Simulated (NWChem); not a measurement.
System: CH$_{4}$OSn, singlet; SMILES C[O][SnH]

The following NWChem deck was run.

```
start job
memory heap 200 mb stack 900 mb global 1100 mb
geometry units angstroms noautoz
  Sn    -0.026783    -0.628589     0.002021
  H     -1.773560    -0.185237    -0.002455
  O      0.574371     1.272859     0.001768
  C     -0.194286     2.433795     0.003016
  H      0.027520     3.044305     0.898525
  H      0.045346     3.057159    -0.878975
  H     -1.284515     2.235596    -0.009034
end
basis spherical
  * library def2-svp
end
ecp
  Sn library def2-ecp
end
dft
  xc pbe0
  iterations 150
  vectors input atomic output neutral.movecs
end
task dft energy
charge 1
dft
  odft
  mult 2
  vectors input atomic output cation.movecs
end
task dft energy
```

Excerpt of the output:

```
             Northwest Computational Chemistry Package (NWChem) 7.3.0
             --------------------------------------------------------

 C1  symmetry detected

                             Geometry "geometry" -> ""
                             -------------------------

 Output coordinates in angstroms (scale by  1.889725989 to convert to a.u.)

  No.       Tag          Charge          X              Y              Z
 ---- ---------------- ---------- -------------- -------------- --------------
    1 Sn                  50.0000     0.01044459    -0.65082439     0.00008756
    2 H                    1.0000    -1.75152718    -0.27234434    -0.00430009
    3 O                    8.0000     0.54090247     1.27154513    -0.00064973
    4 C                    6.0000    -0.27014202     2.40327532     0.00042372
    5 H                    1.0000    -0.07096640     3.02176821     0.89577413
    6 H                    1.0000    -0.05380266     3.03487282    -0.88173056
    7 H                    1.0000    -1.35230089     2.16490979    -0.01146620

 Effective nuclear repulsion energy (a.u.)     231.9563831484

                                 NWChem DFT Module
                                 -----------------

 Summary of "ao basis" -> "ao basis" (spherical)
 ------------------------------------------------------------------------------
       Tag                 Description            Shells   Functions and Types
 ---------------- ------------------------------  ------  ---------------------
 Sn                         def2-svp                10       26   4s4p2d
 H                          def2-svp                 3        5   2s1p
 O                          def2-svp                 6       14   3s2p1d
 C                          def2-svp                 6       14   3s2p1d

            General Information
            -------------------
          SCF calculation type: DFT
          Wavefunction type:  closed shell.
          No. of atoms     :     7
          No. of electrons :    40
           Alpha electrons :    20
            Beta electrons :    20
          Charge           :     0
          Spin multiplicity:     1
          Use of symmetry is: off; symmetry adaption is: off
          Maximum number of iterations: 150
          AO basis - number of functions:    74
                     number of shells:    34
          Convergence on energy requested:  1.00D-06
          Convergence on density requested:  1.00D-05
          Convergence on gradient requested:  5.00D-04

              XC Information
              --------------
                         PBE0 Method XC Functional
                     Hartree-Fock (Exact) Exchange  0.250
          PerdewBurkeErnzerhof Exchange Functional  0.750
            Perdew 1991 LDA Correlation Functional  1.000 local
           PerdewBurkeErnz. Correlation Functional  1.000 non-local

             Grid Information
             ----------------
          Grid used for XC integration:  medium
          Radial quadrature: Mura-Knowles
          Angular quadrature: Lebedev.
          Tag              B.-S. Rad. Rad. Pts. Rad. Cut. Ang. Pts.
          ---              ---------- --------- --------- ---------
          Sn                  1.45      123          11.0       590
          H                   0.35       45          12.0       434
          O                   0.60       49           8.0       434
          C                   0.70       49          10.0       434
          Grid pruning is: on
          Number of quadrature shells:   401
          Spatial weights used:  Erf1

      Superposition of Atomic Density Guess
      -------------------------------------

 Sum of atomic energies:        -363.40882344

      Non-variational initial energy
      ------------------------------

 Total energy =    -328.443296
 1-e energy   =    -775.609824
 2-e energy   =     324.423100
 HOMO         =      -0.240418
 LUMO         =      -0.059593

   convergence    iter        energy       DeltaE   RMS-Dens  Diis-err
 ---------------- ----- ----------------- --------- --------- ---------
 d= 0,ls=0.0,diis     1   -329.7270567392 -4.52D+02  2.34D-02  5.19D-01
 d= 0,ls=0.0,diis     2   -329.3177016076  4.09D-01  1.57D-02  4.11D+00
 d= 0,ls=0.0,diis     3   -329.7981099667 -4.80D-01  2.16D-03  2.11D-02
 d= 0,ls=0.0,diis     4   -329.7998962840 -1.79D-03  7.73D-04  8.37D-03
 d= 0,ls=0.0,diis     5   -329.8009789806 -1.08D-03  1.18D-04  5.06D-05
  Resetting Diis
 d= 0,ls=0.0,diis     6   -329.8009851336 -6.15D-06  4.12D-05  3.85D-06
 d= 0,ls=0.0,diis     7   -329.8009858031 -6.69D-07  1.23D-05  1.58D-07
 d= 0,ls=0.0,diis     8   -329.8009858092 -6.11D-09  5.59D-06  1.46D-07

         Total DFT energy =     -329.800985809208
      One electron energy =     -778.179215934907
           Coulomb energy =      359.047601384713
    Exchange-Corr. energy =      -33.412800101405
 Nuclear repulsion energy =      122.743428842392

 Numeric. integr. density =       39.999991688852

                       DFT Final Molecular Orbital Analysis
                       ------------------------------------

 Vector   18  Occ=2.000000D+00  E=-2.835956D-01
              MO Center=  6.8D-02,  1.3D+00, -4.1D-03, r^2= 2.3D+00
   Bfn.  Coefficient  Atom+Function         Bfn.  Coefficient  Atom+Function
  ----- ------------  ---------------      ----- ------------  ---------------
    35      0.466554  3 O  px                38      0.369042  3 O  px
    36      0.237366  3 O  py                70      0.233298  7 H  s
    71      0.177256  7 H  s                 39      0.173838  3 O  py
    12     -0.170931  1 Sn py                49     -0.170099  4 C  px
    27      0.123379  2 H  s                 28      0.119073  2 H  s

 Vector   19  Occ=2.000000D+00  E=-2.802786D-01
              MO Center=  3.1D-01,  1.5D+00,  3.7D-03, r^2= 2.0D+00
   Bfn.  Coefficient  Atom+Function         Bfn.  Coefficient  Atom+Function
  ----- ------------  ---------------      ----- ------------  ---------------
    37      0.519345  3 O  pz                40      0.412242  3 O  pz
    60     -0.215878  5 H  s                 65      0.212278  6 H  s
    51     -0.205959  4 C  pz                13      0.164492  1 Sn pz
    61     -0.142058  5 H  s                 66      0.139680  6 H  s
    16      0.129446  1 Sn pz                18     -0.063297  1 Sn d -1

 Vector   20  Occ=2.000000D+00  E=-2.484255D-01
              MO Center= -2.6D-01, -6.9D-01, -8.4D-04, r^2= 3.2D+00
   Bfn.  Coefficient  Atom+Function         Bfn.  Coefficient  Atom+Function
  ----- ------------  ---------------      ----- ------------  ---------------
     3      0.424266  1 Sn s                 11      0.312125  1 Sn px
    27     -0.308203  2 H  s                  4      0.290489  1 Sn s
    28     -0.287265  2 H  s                 12     -0.226950  1 Sn py
    14      0.175974  1 Sn px                 2     -0.166072  1 Sn s
    15     -0.156144  1 Sn py                 1     -0.138479  1 Sn s

 Vector   21  Occ=0.000000D+00  E=-8.693261D-02
              MO Center=  6.1D-03, -5.5D-01,  7.4D-04, r^2= 3.6D+00
   Bfn.  Coefficient  Atom+Function         Bfn.  Coefficient  Atom+Function
  ----- ------------  ---------------      ----- ------------  ---------------
    16      0.598291  1 Sn pz                13      0.513192  1 Sn pz
    37     -0.223058  3 O  pz                40     -0.209976  3 O  pz
    10     -0.165644  1 Sn pz                 7     -0.154634  1 Sn pz
    61      0.065585  5 H  s                 66     -0.064028  6 H  s
    60      0.046324  5 H  s                 65     -0.045634  6 H  s

 Vector   22  Occ=0.000000D+00  E=-1.762974D-03
              MO Center=  3.9D-02, -6.6D-01,  1.5D-04, r^2= 4.6D+00
   Bfn.  Coefficient  Atom+Function         Bfn.  Coefficient  Atom+Function
  ----- ------------  ---------------      ----- ------------  ---------------
    15      0.669646  1 Sn py                14      0.579263  1 Sn px
    34     -0.475458  3 O  s                 28      0.344745  2 H  s
    12      0.281048  1 Sn py                11      0.245798  1 Sn px
    48     -0.212911  4 C  s                 71      0.186577  7 H  s
    52      0.155703  4 C  px                33     -0.148752  3 O  s

 Vector   23  Occ=0.000000D+00  E= 5.755813D-02
              MO Center= -1.7D-01, -6.7D-01, -4.8D-04, r^2= 4.9D+00
   Bfn.  Coefficient  Atom+Function         Bfn.  Coefficient  Atom+Function
  ----- ------------  ---------------      ----- ------------  ---------------
    28      1.230351  2 H  s                 14      0.952230  1 Sn px
    15     -0.722688  1 Sn py                 4     -0.595300  1 Sn s
     3     -0.460604  1 Sn s                 11      0.300810  1 Sn px
    27      0.219536  2 H  s                 34      0.204625  3 O  s
    71      0.172641  7 H  s                  2      0.160667  1 Sn s

     Multipole analysis of the density
     ---------------------------------

     L   x y z        total         alpha         beta         nuclear
     -   - - -        -----         -----         ----         -------
     0   0 0 0     -0.000000    -20.000000    -20.000000     40.000000

     1   1 0 0     -0.262239      0.145204      0.145204     -0.552647
     1   0 1 0     -0.275861    -17.356247    -17.356247     34.436633
     1   0 0 1      0.001774      0.003203      0.003203     -0.004633

     2   2 0 0    -30.875677    -29.160296    -29.160296     27.444916
     2   1 1 0     -0.618496      2.138654      2.138654     -4.895803
     2   1 0 1     -0.011998     -0.012121     -0.012121      0.012245
     2   0 2 0    -27.001467   -156.361419   -156.361419    285.721371
     2   0 1 1      0.004927     -0.007315     -0.007315      0.019556
     2   0 0 2    -25.716010    -15.679172    -15.679172      5.642334

                                 NWChem DFT Module
                                 -----------------

[...]
```

Level: PBE0/def2-SVP with def2 effective core potentials on Sn, vertical spin-unrestricted ions. Low-valent species are run as closed-shell singlets; no triplet was tried in these runs. The geometry was optimised at PBE0/def2-SVP. No frequency run checked for a minimum. def2 effective core potentials on Sn; no spin-orbit coupling.
